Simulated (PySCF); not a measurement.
Species: C7H9N3.
Numbering: `[CH:1]#[C:2][c:3]1[cH:4][n:5]([CH2:6][CH2:7][CH3:8])[n:9][n:10]1`

Cartesian coordinates in Å at the GFN2-xTB level; atoms count from 1:
```
atom  x, y, z in Å
C1     4.3380    1.3388    0.2215
C2     3.3110    0.7843   -0.0577
C3     2.1050    0.1386   -0.3835
C4     1.0697   -0.2475    0.4532
N5     0.1699   -0.8212   -0.3731
C6    -1.1241   -1.3570   -0.0569
C7    -2.2315   -0.3314   -0.3216
C8    -2.1240    0.8849    0.5898
N9     0.6187   -0.7850   -1.6245
N10    1.7610   -0.2220   -1.6464
H11    5.2375    1.8220    0.4604
H12    0.9324   -0.1631    1.5105
H13   -1.1279   -1.6607    0.9933
H14   -1.2787   -2.2348   -0.6895
H15   -3.1933   -0.8233   -0.1684
H16   -2.1717   -0.0195   -1.3658
H17   -2.1692    0.5877    1.6359
H18   -2.9423    1.5727    0.3951
H19   -1.1904    1.4174    0.4202
```

NICS = −σ at a ghost point: NICS(0) at the centroid of the ring atoms, NICS(1) 1 Å to either side along the normal of their mean plane, zz for the tensor component along that normal. Level: GIAO PBE0/pcSseg-1 (PySCF, non-relativistic, gas phase) on the GFN2-xTB geometry, one conformer.

Ring bond lengths (Å), with Mayer bond orders in brackets: C3–C4 1.386 (1.39), C4–N5 1.350 (1.18), N5–N9 1.330 (1.17), N9–N10 1.274 (1.49), N10–C3 1.358 (1.32).

**Question.** What do the NICS probes read (ppm)?

**Answer.** 
| ring | type | NICS(0) | NICS(1), two faces | NICS(1)zz, two faces | rms pucker (Å) | centre to ring atoms, mean (Å) |
| --- | --- | --- | --- | --- | --- | --- |
| C3–C4–N5–N9–N10 | 5-membered ring with 3 N; formal bonds all aromatic | -12.7 | -12.4 / -12.7 | -30.8 / -32.0 | 0.00 | 1.14 |

**Question.** What do they say, and how far can they be read as aromaticity?

**Answer.** 
- C3–C4–N5–N9–N10: mean NICS(1)zz -31.4 ppm, shielded. For a flat ring without four-coordinate atoms the NICS criterion counts such a value as aromatic.

**Question.** How equal are the bonds by HOMA? HOMA = 1 − mean of α(R − Ropt)² over the ring bonds, with Krygowski's 1993 parameters (CC: Ropt 1.388 Å, α 257.7 Å⁻²; CN: Ropt 1.334 Å, α 93.52 Å⁻²; NN: Ropt 1.309 Å, α 130.33 Å⁻²).

**Answer.** 
- C3–C4–N5–N9–N10: HOMA 0.94; the largest term is that of N9–N10, α(R − Ropt)² = 0.16. The geometric and the magnetic index point the same way.

**Question.** Give the inner angles of the rings and the Hirshfeld charges of the ring atoms.

**Answer.** 
- C3–C4–N5–N9–N10: C3 107.4° (+0.009 e), C4 104.3° (-0.011 e), N5 109.9° (+0.052 e), N9 109.3° (-0.070 e), N10 109.2° (-0.130 e); sum 540.0° against 540° for a flat convex ring.

**Question.** How shielded are the nuclei of the rings and their hydrogens (means over atoms taken as equivalent)?

**Answer.** 
| atoms | environment | σ isotropic (ppm) |
| --- | --- | --- |
| C3 | substituted aromatic carbon | 53.0 |
| C4 | aromatic CH next to a ring nitrogen | 49.5 |
| N5 | pyrrole-type nitrogen | -0.7 |
| N9 | pyridine-type nitrogen | -135.2 |
| N10 | pyridine-type nitrogen | -136.1 |
| H12 | aromatic hydrogen | 24.14 |
